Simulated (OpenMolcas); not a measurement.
Au4+ among 4 point charges of -1 e arranged as a tetrahedron (Td).

| Item | Value |
| --- | --- |
| Program | OpenMolcas |
| Method | SS-CASPT2, IPEA 0.25 Eh, imaginary shift 0.1 Eh (closed shells correlated: 4f 5s 5p) |
| Basis | ANO-RCC-VDZP [7s6p4d2f] |
| Scalar Hamiltonian | DKH2, point nucleus |
| Active space | 7 electrons in 5 orbitals (5d) |
| State averaging | 2S+1 = 4 even, 10 roots; 2S+1 = 2 even, 40 roots |
| Spin-orbit coupling | state interaction with AMFI integrals over the reference wave functions |

All point charges move together. At R = 1.73 Å the first state of the same spin is 3180 cm-1, and at R = 1.9 Å it is 1860 cm-1.

**Question.** A third run gives 2510 cm-1. What distance was it run at?

**Answer.** With a power law R^-n the two known points give n = -ln(1860 / 3180) / ln(1.9 / 1.73) = 5.72. Then R = 1.73 × (3180 / 2510)^(1/5.72) = 1.803 Å. The run was at 1.8 Å, so the estimate is off by +0.003 Å.

Roots that are degenerate in the reference are averaged as groups; the widest CASPT2 spread within a group is 250 cm-1 (the 3-fold group of multiplicity 4 near 2510 cm-1 above the lowest state of its run, R = 1.8). Shifts and gaps below about the spread of the groups concerned are not significant. Free-ion shares, where given, are those of the reference states; single-state CASPT2 does not remix them. Spin-orbit coupling mixes the spin-free states strongly: the lowest level takes only 41 % from its leading state, 4A2 (figures for R = 1.73; the like holds for R = 1.8, R = 1.9). The ground term spreads over less than 5000 cm-1, several times less than with real ligands, so orbital moments are less quenched and χT lies further from the spin-only value than at real sites (holds for R = 1.8; R = 1.9). This is an electrostatic model: the charges have no orbitals. No measured value stands beside these numbers.
